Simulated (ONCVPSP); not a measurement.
## PBE ONCV dataset for zirconium, scalar-relativistic all-electron reference.

```json
{
  "Element": "zirconium (Zr)",
  "Generator": "ONCVPSP 4.0.1",
  "Type": "optimised norm-conserving Vanderbilt (ONCV)",
  "Functional": "PBE",
  "Relativity": "scalar-relativistic",
  "Frozen core": "[Ar] 3d10 4s2",
  "Valence charge": "10",
  "Reference configuration": "4p6 4d2 5s1.75 5p0.25",
  "Partial waves": "5s: rc 3.25 bohr, ncon 4, nbas 8, qcut 2 1/bohr, 2 projectors, debl 0.7 Ha; 4p+5p: rc 2.35 bohr, ncon 4, nbas 7, qcut 5.5 1/bohr, 3 projectors, debl 2.1 Ha; 4d: rc 2.00 bohr, ncon 4, nbas 9, qcut 4.4 1/bohr, 1 projector",
  "Local potential": "polynomial inside 1.75 bohr (lpopt 5, dvloc0 0 Ha)",
  "Core correction": "none"
}
```

All-electron outer shells of the reference configuration (PBE, scalar-relativistic, ld1.x):

| shell | level (eV) | outermost node (bohr) | outermost maximum (bohr) |
| --- | --- | --- | --- |
| 3d | -175.03 | – | 0.35 |
| 4s | -54.83 | 0.55 | 1.08 |
| 4p | -32.78 | 0.56 | 1.17 |
| 5s | -4.63 | 1.47 | 3.15 |
| 4d | -3.87 | 0.58 | 1.59 |
| 5p | -1.63 | 1.70 | 4.10 |

Question: Does the generator finish with these settings?

Answer: Yes, a potential is produced and its reference levels are reproduced.

Question: Estimate the cutoffs (Ha) at which the residual kinetic energy of the hardest occupied pseudo-wave falls to 1 and 0.1 mHa per electron.

Answer: 27 Ha and 73 Ha.

Question: Does the potential have ghost states?

Answer: Ghosts flagged at negative energy: s at -32.0 eV; no localised positive-energy state flagged. A true bound ghost makes a file unfit for plane-wave use.

Question: Which valence shell sets the plane-wave cutoff?

Answer: 4d: 27 Ha for 1 mHa per electron, against 10 Ha for 4p.

Question: Tests: 4p6 4d2 5s2 5p0; 4p6 4d2 5s1 5p0; 4p6 4d2 5s0 5p0; 4p6 4d3 5s1 5p0. Which has the largest error in its energy relative to the reference configuration, and how large is it?

Answer: 4p6 4d3 5s1 5p0, with -13 meV (all-electron minus pseudo) on +0.45 eV.
